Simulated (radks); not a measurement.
Task: Neutral gallium, configuration [Ar] 3d10 4s2 4p1 (the NIST ground configuration). All-electron calculation, non-relativistic Kohn-Sham, PBEsol, spin-unpolarised, spherical densities, point nucleus; hard spherical wall at 5 bohr. Program: a radial shooting solver on a logarithmic mesh with Libxc functionals. Some entries of the table are withheld. Estimate them.

orbital  occ.  eigenvalue (Ry)  <1/r> (bohr^-1)
1s          2        -740.8835            30.49
2s          2        -90.28624              (1)
2p          6              (2)              (3)
3s          2        -10.31135              (4)
3p          6         -6.97432            2.012
3d         10         -1.26116            1.652
4s          2         -0.47845              (5)
4p          1          0.04455           0.4825
4d          0          0.80204              (6)
5s          0          1.13913           0.4850
5p          0          1.61988           0.5046

Result: 
(1) 2s <1/r> (bohr^-1): 6.672
(2) 2p eigenvalue (Ry): -79.99253
(3) 2p <1/r> (bohr^-1): 6.643
(4) 3s <1/r> (bohr^-1): 2.137
(5) 4s <1/r> (bohr^-1): 0.5691
(6) 4d <1/r> (bohr^-1): 0.4242
